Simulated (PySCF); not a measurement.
Compound: C6H8O.
SMILES with atom numbers: `[CH:1]#[C:2][C:3](=[CH2:4])[O:5][CH2:6][CH3:7]` (hydrogens: H8 on C1; H9, H10 on C4; H11, H12 on C6; H13, H14, H15 on C7)

The same species was optimised twice, with GFN2-xTB and with PBE0-D3(BJ)/def2-SVP (PySCF), and the same property calculations (PySCF, gas phase) were run on both structures.

```
     coordinate  GFN2-xTB  PBE0-D3(BJ)/def2-SVP  change
      C3–O5 (Å)     1.360                 1.348  -0.012
      C3=C4 (Å)     1.335                 1.347  +0.012
      C1≡C2 (Å)     1.200                 1.212  +0.012
      C6–C7 (Å)     1.520                 1.508  -0.012
      C2–C3 (Å)     1.425                 1.435  +0.010
      O5–C6 (Å)     1.411                 1.409  -0.002
   C2–C3–C4 (°)     120.5                 121.5    +1.0
   C4–C3–O5 (°)     127.5                 126.4    -1.1
   O5–C6–C7 (°)     107.9                 108.2    +0.3
   C3–O5–C6 (°)     117.8                 117.9    +0.1
   C1–C2–C3 (°)     179.2                 179.3    +0.1
   C2–C3–O5 (°)     112.1                 112.0    -0.1
C2–C3–O5–C6 (°)       180                   180       0
C3–O5–C6–C7 (°)       180                   180       0
```

Rotational constants: A = 5888, B = 1499, C = 1213 MHz (GFN2-xTB) against A = 5875, B = 1495, C = 1210 MHz (PBE0-D3(BJ)/def2-SVP). Point groups within 0.08 Å: Cs and Cs.

On the GFN2-xTB structure: lowest singlet, TDDFT (eV) 5.64 [B3LYP/def2-SVPD]; lowest triplet, Tamm–Dancoff (eV) 3.58 [B3LYP/def2-SVPD]; isotropic polarisability (au) 79.0 [B3LYP/def2-SVPD]; HOMO (eV) -6.54 [B3LYP/def2-SVPD]; LUMO (eV) -0.74 [B3LYP/def2-SVPD]; dipole (D) 1.28 [B3LYP/def2-SVPD]; HOMO (eV) -6.72 [PBE0/pcSseg-1]; LUMO (eV) -0.44 [PBE0/pcSseg-1]; dipole (D) 1.28 [PBE0/pcSseg-1]; GIAO shielding of C1 (ppm) 103.6 [PBE0/pcSseg-1]; GIAO shielding of C2 (ppm) 101.9 [PBE0/pcSseg-1]; GIAO shielding of C3 (ppm) 34.5 [PBE0/pcSseg-1]; GIAO shielding of C4 (ppm) 88.8 [PBE0/pcSseg-1]; GIAO shielding of O5 (ppm) 186.7 [PBE0/pcSseg-1]; GIAO shielding of C6 (ppm) 121.5 [PBE0/pcSseg-1]; GIAO shielding of C7 (ppm) 169.8 [PBE0/pcSseg-1].

**Question.** What do these properties become on the PBE0-D3(BJ)/def2-SVP structure?

**Answer.** 
```
                                    property            level  on GFN2-xTB  on PBE0-D3(BJ)/def2-SVP  change
                  lowest singlet, TDDFT (eV)  B3LYP/def2-SVPD         5.64                     5.55   -0.09
           lowest triplet, Tamm–Dancoff (eV)  B3LYP/def2-SVPD         3.58                     3.49   -0.09
               isotropic polarisability (au)  B3LYP/def2-SVPD         79.0                     80.3    +1.3
                                   HOMO (eV)  B3LYP/def2-SVPD        -6.54                    -6.49   +0.05
                                   LUMO (eV)  B3LYP/def2-SVPD        -0.74                    -0.79   -0.05
                                  dipole (D)  B3LYP/def2-SVPD         1.28                     1.25   -0.03
energy, GFN2-xTB geometry as zero (kcal/mol)  B3LYP/def2-SVPD          0.0                     -1.0    -1.0
                                   HOMO (eV)    PBE0/pcSseg-1        -6.72                    -6.67   +0.05
                                   LUMO (eV)    PBE0/pcSseg-1        -0.44                    -0.49   -0.05
                                  dipole (D)    PBE0/pcSseg-1         1.28                     1.25   -0.03
energy, GFN2-xTB geometry as zero (kcal/mol)    PBE0/pcSseg-1          0.0                     -0.3    -0.3
                  GIAO shielding of C1 (ppm)    PBE0/pcSseg-1        103.6                    101.8    -1.8
                  GIAO shielding of C2 (ppm)    PBE0/pcSseg-1        101.9                    101.4    -0.5
                  GIAO shielding of C3 (ppm)    PBE0/pcSseg-1         34.5                     33.2    -1.3
                  GIAO shielding of C4 (ppm)    PBE0/pcSseg-1         88.8                     86.7    -2.1
                  GIAO shielding of O5 (ppm)    PBE0/pcSseg-1        186.7                    184.5    -2.2
                  GIAO shielding of C6 (ppm)    PBE0/pcSseg-1        121.5                    120.9    -0.6
                  GIAO shielding of C7 (ppm)    PBE0/pcSseg-1        169.8                    168.2    -1.6
```

The heavy atoms differ by 0.017 Å rms after alignment. Among bonds between heavy atoms C1≡C2, C3=C4, C3–O5 and C6–C7 change most and about equally (-0.012 to +0.012 Å). Changes are differences of the printed values. Neither structure is proved a minimum here.

The values belong to the conformer `[CH:1]#[C:2][C:3](=[CH2:4])[O:5][CH2:6][CH3:7]`: C2–C3–O5–C6 180°, C3–O5–C6–C7 180°.
